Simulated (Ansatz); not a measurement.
**Isomers**

Structures of SiHSeO, doublet, relaxed at PBE0-D4/def2-TZVP (vibrations not checked; lower isomers may exist, and structures with a doubtful reference or unclear bonds are left out). Ansatz 0.2.0; basis: def2-TZVPP; cores frozen in the correlated methods; orbitals are unrestricted. Filled d shells of the heavier atoms are correlated. The def2 sets are not built for correlating such inner shells, so the correlated values are less sure here. B3LYP uses VWN-RPA correlation.

**Question.** Rank them by CCSD(T) energy, lowest first, and give each one's height above the lowest. Links in brackets join atoms within 1.22 times the sum of their covalent radii (1.1 for two metals). (An estimate is asked for; the value comes from the calculation.)
A.
SiHSeO ([OH][Si][Se])
```
4
angstrom
O 0.5153 0.0222 -0.8657
Si -0.1903 -0.0509 0.6096
Se -2.2199 0.3117 0.9560
H 1.4579 -0.1630 -0.9115
```
B.
SiHSeO ([O]1[SiH][Se]1)
```
4
angstrom
O 0.8367 -0.8472 0.1291
Si -0.0276 0.3250 -0.6407
Se -1.0035 -1.1986 0.6332
H 0.1945 1.7208 -0.1216
```
C.
a complex of HSe + SiO
```
4
angstrom
O -0.6520 0.0023 0.8877
Si -2.1041 0.2490 1.2224
Se 0.9532 0.0451 -1.6280
H 1.8029 -0.2964 -0.4820
```

**Answer.** The calculation gives: A (0.000 eV), C (1.515 eV), B (2.173 eV). Heights count from the lowest.

**Question.** Do PBE-D4, r2SCAN-D4, PBE0-D4, B3LYP-D4, wB97M-V, HF, MP2 give the same order? (Judge from chemistry; the calculation decides.)

**Answer.** The calculation gives: All do.

T1 diagnostic: at most 0.020. ⟨S²⟩ of the unrestricted Hartree–Fock references: 0.76 to 0.79 (a pure state has 0.75).

For scale, one of the runs: CCSD(T)/def2-TZVPP, 135 basis functions, launched by `ansatz run in.yaml --threads 2 --pin off --events-out ev --progress --plain --max-ram 4352MiB`. Hardware: 2 CPU threads of an Arm Neoverse V1, shared host. Wall time 99 s; peak host memory 1.6 GiB.
